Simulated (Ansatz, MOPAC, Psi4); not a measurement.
Approach curve of the dimer HBr ··· CH3Cl (SMILES Br and CCl). Monomers: optimised at B3LYP-D3(BJ) (def2-TZVP), held rigid. Orientation: lowest of the rigid-body minima from ten starts at GFN2-xTB. The monomers approach along the line of their centres of mass (distance R); nothing else relaxes.

Computed with: PM7, restricted, heats of formation (MOPAC); PBE/def2-TZVP, counterpoise-corrected (Psi4); SAPT0/jun-cc-pVDZ, frozen core (Psi4); CCSD(T)/aug-cc-pVTZ = CCSD(T) on RHF/aug-cc-pVTZ, cores with 3d frozen, counterpoise-corrected (Ansatz, a program for electronic structure).

Interaction energies in kcal/mol:

```
R / Å    PM7  PBE/def2-TZVP  SAPT0/jun-cc-pVDZ
-----  -----  -------------  -----------------
3.06    9.24           5.31               7.42
3.14    5.92           2.60               4.67
3.45   -0.74          -2.14              -0.80
3.59   -1.86          -2.70              -1.74
3.80   -2.50          -2.79              -2.30
4.01   -2.51          -2.50              -2.31
4.35   -2.10          -1.86              -1.89
4.68   -1.62          -1.33              -1.42
5.04   -1.16          -0.90              -1.02
5.81   -0.53          -0.40              -0.52
6.86   -0.21          -0.17              -0.24
8.13   -0.10          -0.08              -0.11
```

Problem. What does CCSD(T)/aug-cc-pVTZ give at the same points?

Solution. 3.06: 7.96; 3.14: 4.70; 3.45: -1.51; 3.59: -2.43; 3.80: -2.82; 4.01: -2.66; 4.35: -2.05; 4.68: -1.48; 5.04: -1.02; 5.81: -0.49; 6.86: -0.21; 8.13: -0.09 (kcal/mol).
